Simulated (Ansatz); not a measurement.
C2H6ClNSi can be A, `C[SiH2]C(=N)Cl`, or B, `N=C([SiH3])CCl`.

Isolated molecules relaxed with PBE0-D4/def2-TZVP in Ansatz; ΔE leaves out vibrations. CBS: MP2 limit from def2 TZ/QZ plus the TZ coupled-cluster correction, frozen cores. DFT in def2-TZVPP. B3LYP here is the variant with VWN-RPA as its local correlation; programs differ in this. One conformer a species, not always the lowest.

**Question.** Which is lower in electronic energy at CCSD(T)/CBS, and by how much? (Best estimate.)

**Answer.** The calculation gave: A, by 71.0 kJ/mol.

**Question.** Give E(B) − E(A) in kJ/mol with CCSD(T)/def2-TZVPP, B3LYP, HF/def2-TZVPP, PBE0-D4, ωB97M-V, r2SCAN-D4, PBE-D4. (Best estimate.)

**Answer.** Ansatz gave: CCSD(T)/def2-TZVPP 70.0, B3LYP 76.3, HF/def2-TZVPP 64.4, PBE0-D4 74.3, ωB97M-V 74.0, r2SCAN-D4 83.0, PBE-D4 78.9. None reverses the order clearly.

Largest T1 diagnostic: 0.013.

In def2-TZVPP, CCSD(T) changes the Hartree–Fock value by +5.6 kJ/mol (the triples alone add +1.8 kJ/mol) and MP2 by +9.4 kJ/mol. From PBE to PBE0 (25 % exact exchange), in def2-TZVPP and without D4, E(B) − E(A) moves by −4.8 kJ/mol.
